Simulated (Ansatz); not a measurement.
C4H7, charge -1, singlet, at a GFN2-xTB geometry (a gas-phase anion, which may not be bound at this level); Ansatz (a program for electronic structure) with SVWN5/pc-1.

Here is a job for Ansatz.
Ansatz 0.2 input:
```yaml
crystal:
  periodic: [false, false, false]
  atoms:
    - {symbol: C, position_ang: [0.00517132, 1.09925244, -0.34269289]}
    - {symbol: C, position_ang: [-0.00709196, -1.01871233, -0.00830742]}
    - {symbol: C, position_ang: [-1.07652487, 0.07011928, 0.08516265]}
    - {symbol: C, position_ang: [1.07848492, 0.05524076, 0.06995662]}
    - {symbol: H, position_ang: [0.01625217, 1.98354431, 0.36244730]}
    - {symbol: H, position_ang: [-0.01744288, -1.52642944, -0.97846478]}
    - {symbol: H, position_ang: [-0.00686701, -1.79084704, 0.77907723]}
    - {symbol: H, position_ang: [-1.49140270, 0.13217959, 1.11834808]}
    - {symbol: H, position_ang: [-1.94429847, -0.05926635, -0.58796451]}
    - {symbol: H, position_ang: [1.50871792, 0.11146630, 1.09717884]}
    - {symbol: H, position_ang: [1.93480455, -0.08604828, -0.61533597]}
basis:
  gaussian:
    orbitals: pc-1.json
hamiltonian:
  xc: {name: SVWN5}
total_charge: -1
```
The basis file holds pc-1 in the JSON format of the Basis Set Exchange.

**Question.** Write the output that Ansatz gives for this input, abridged.

**Answer.** 
```
Functional definition: SVWN5
1075 factors; their error is unknown
mean field evaluation 1: about -4210.5382 eV, gradient 5.2e1 eV
mean field evaluation 2: about -4164.9736 eV, gradient 1.2e2 eV
mean field evaluation 4: about -4218.0250 eV, gradient 9.2e0 eV
mean field evaluation 8: about -4218.2297 eV, gradient 2.9e-1 eV
mean field evaluation 16: about -4218.1382 eV, gradient 1.3e-4 eV
mean field -4218.13822132 eV, -155.0137204768 hartree, gradient 6.0e-5 eV, S^2 0.000000; 0 other end points of the search recorded, 0 dependent functions left out
reference -4218.13825814 eV, -155.0137218297 hartree; 16, 16 occupied and 75, 75 virtual orbitals, 1075 factors
Total energy: -4218.13825814 eV, -155.0137218297 hartree
```
